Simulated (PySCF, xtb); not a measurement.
C₃H₆FNSi, SMILES N1(C(F)=CC1)[SiH3].

GFN2-xTB (xtb) at its own geometry gives an orbital gap of 4.41 eV and a dipole moment of 2.23 D.

The structure is a stationary point at B3LYP-D3(BJ)/def2-SVP. The structure was generated by enumeration, and PubChem lists no compound with its InChIKey, so it may never have been made.

Question: What does B3LYP/def2-TZVP in PySCF give? (Estimate from the structure and the level; the computed values follow.)

Answer: gap 6.12 eV (levels -5.99 and 0.13 eV), dipole 1.49 D.
